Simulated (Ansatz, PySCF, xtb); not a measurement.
Energy difference 2 R1 + R2 → P1 + P2 + P3, each structure at its B3LYP-D3(BJ)/def2-TZVP stationary point, reached from a drawn start (curvature not checked).
P1, CH4 (SMILES C) (charge 0, multiplicity 1):
```xyz
5

C      0.00000     0.00000     0.00000
H      0.62892     0.62892     0.62892
H     -0.62892    -0.62892     0.62892
H      0.62892    -0.62892    -0.62892
H     -0.62892     0.62892    -0.62892
```
R1: H2 (SMILES [H][H]), charge 0, multiplicity 1.
P2: HF (SMILES F), charge 0, multiplicity 1.
P3: SiH4 (SMILES [SiH4]), charge 0, multiplicity 1.
R2: CH5FSi (SMILES C[SiH2]F), charge 0, multiplicity 1.

| level | reaction energy (kcal/mol) | minus CCSD(T)/cc-pV(Q+d)Z |
|---|---|---|
| GFN1-xTB | 14.66 | -7.09 |
| HF/cc-pV(Q+d)Z | 17.83 | -3.92 |
| SVWN5/def2-TZVPP | 19.91 | -1.84 |
| PBE/def2-TZVPP | 19.00 | -2.75 |
| PBE-D4/def2-TZVPP | 20.05 | -1.70 |
| BLYP/def2-TZVPP | 19.57 | -2.18 |
| BLYP-D3(BJ)/def2-TZVPP | 21.60 | -0.15 |
| revPBE-D3(BJ)/def2-TZVPP | 20.20 | -1.56 |
| r2SCAN/def2-TZVPP | 22.83 | 1.08 |
| r2SCAN-D3(BJ)/def2-TZVPP | 23.10 | 1.35 |
| r2SCAN-D4/def2-TZVPP | 23.09 | 1.34 |
| PBE0-D3(BJ)/def2-TZVPP | 19.17 | -2.58 |
| BHLYP/def2-TZVPP | 19.17 | -2.58 |
| BHLYP-D3(BJ)/def2-TZVPP | 20.59 | -1.16 |
| BHLYP-D4/def2-TZVPP | 20.54 | -1.21 |
| CAM-B3LYP-D3(BJ)/def2-TZVPP | 20.89 | -0.86 |
| wB97X-V/def2-TZVPP | 21.03 | -0.72 |
| SCS-MP2/cc-pV(T+d)Z | 21.89 | 0.14 |
| CCSD(T)/cc-pV(T+d)Z | 20.55 | -1.20 |
| CCSD(T)/cc-pV(Q+d)Z | 21.75 | 0.00 |

 The comparison column counts from a level with limits of its own.

P less R. No zero-point or thermal terms.

Cores are frozen in the correlated methods.

Run with Ansatz (a first-principles code); PySCF for the D3/D4 terms; xtb for the GFN methods. No computed number here is a measurement.
